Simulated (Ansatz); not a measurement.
Reaction (redistribution): `[SiH3][SiH2][SiH2][GeH2][SiH2][GeH3]` + `[SiH3][SiH2]S` → `S[SiH2][GeH3]` + `[SiH3][SiH2][SiH2][GeH2][SiH2][SiH3]`

Calculated with Ansatz (gas phase, PBE0-D4/def2-TZVP geometries, no zero-point term in ΔE). CCSD(T)/CBS is the MP2 limit (def2-TZVPP, def2-QZVPP) plus CCSD(T) − MP2 in def2-TZVPP, frozen cores. DFT in def2-TZVPP. For Ge outer-core shells are correlated without core-valence functions, which leaves a few kJ/mol of doubt a bond. Scalar relativity is left out up to krypton. One conformer a species, not always the lowest.

```json
{"level": "B97M-V", "ΔE (kJ/mol)": "-2.4"}
{"level": "r2SCAN0-D4", "ΔE (kJ/mol)": "-1.5"}
{"level": "BHLYP-D4", "ΔE (kJ/mol)": "-0.8"}
{"level": "ωB97M-V", "ΔE (kJ/mol)": "-1.4"}
{"level": "r2SCANh", "ΔE (kJ/mol)": "-1.6"}
{"level": "CCSD/def2-SVP", "ΔE (kJ/mol)": "-0.8"}
{"level": "HF/def2-TZVPP", "ΔE (kJ/mol)": "0.8"}
{"level": "CCSD(T)/def2-TZVPP", "ΔE (kJ/mol)": "0.1"}
```

(1) What does CCSD(T)/CBS give? (An estimate is asked.)

Largest T1 diagnostic among the species: 0.013.

Answers

(1) The calculation gave: -0.8 kJ/mol. The listed levels differ from it by -1.6, -0.7, 0.0, -0.6, -0.8, 0.0, 1.6, 0.9 kJ/mol.

Leaving LDA and LC-ωPBE aside and taking each functional with its dispersion term where it has one, the values, not all of them listed here, spread over 2.0 kJ/mol, from B97M-V to PBE-QIDH.
